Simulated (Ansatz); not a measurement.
Abridged output of a molecular run in Ansatz:

```
Functional definition: HF
  name "HF"
  cite "Fock, Z. Phys. 61, 126 (1930) doi:10.1007/BF01340294"
  parent pbe
  exchange = exact_x
  correlation = 0
2621 factors; integrals over basis functions are off by at most 1.2e-3 eV
mean field evaluation 1: about -43643.0655 eV, gradient 7.1e1 eV
mean field evaluation 2: about -43643.4943 eV, gradient 7.2e1 eV
mean field evaluation 4: about -43652.9445 eV, gradient 4.8e0 eV
mean field evaluation 8: about -43653.0687 eV, gradient 2.4e-1 eV
mean field -43653.06897314 eV, -1604.2206956499 hartree, gradient 8.1e-6 eV, S^2 0.000000; 0 other end points of the search recorded, 0 dependent functions left out
23 core orbitals not correlated: weight in the atoms' cores, before any rotation towards them, 1.000 or more for the frozen orbitals, at most 0.000 for the correlated occupied ones
reference -43653.06897314 eV, -1604.2206956499 hartree; 29, 29 occupied and 391, 391 virtual orbitals, 2621 factors
second order -43.07964965 eV of doubles, -0.00000000 eV of singles
cycle   1  -43.43205225 eV  change   -3.5e-1 eV  update   1.8e-1
cycle   2  -44.57100045 eV  change    -1.1e0 eV  update   6.3e-2
cycle   3  -44.93816412 eV  change   -3.7e-1 eV  update   3.1e-2
cycle   4  -44.90997923 eV  change    2.8e-2 eV  update   7.2e-3
cycle   5  -44.89974062 eV  change    1.0e-2 eV  update   3.1e-3
cycle   6  -44.90221355 eV  change   -2.5e-3 eV  update   8.7e-4
cycle   7  -44.90176027 eV  change    4.5e-4 eV  update   3.0e-4
cycle   8  -44.90160426 eV  change    1.6e-4 eV  update   8.8e-5
cycle   9  -44.90166064 eV  change   -5.6e-5 eV  update   3.6e-5
perturbative correction -1.71300255 eV, -0.0629516825 hartree
Total energy: -43699.68363633 eV, -1605.9337529257 hartree
```

Its atoms:

Cartesian coordinates in Å:
```
Si -1.7724 2.4873 1.3735
O -0.5528 1.4818 0.9411
Hf 0.8456 0.2684 0.3993
Cl 2.9028 0.9169 1.3658
O 0.9841 0.2925 -1.5245
Si 1.0518 0.2952 -3.1618
O 0.3821 -1.5154 0.9684
Si -0.0551 -3.0280 1.4227
H -1.8989 2.5108 2.8531
H -1.4871 3.8589 0.8803
H -3.0462 2.0061 0.7789
H 0.5571 -1.0058 -3.6818
H 0.2010 1.3914 -3.6931
H 2.4550 0.5013 -3.6014
H -0.6292 -3.7501 0.2578
H 1.1359 -3.7622 1.9200
H -1.0736 -2.9490 2.5016
```

(1) Which basis set was used?
A. def2-TZVPP
B. def2-SVPD
C. def2-TZVPPD
D. cc-pV(Q+d)Z

(2) Write the keys of the input that set method, charge and spin (a neutral closed shell needs none for the last two).

## Answers

(1) A. It gives 443 functions.

(2) 
```yaml
correlation: {method: ccsd_t}
```
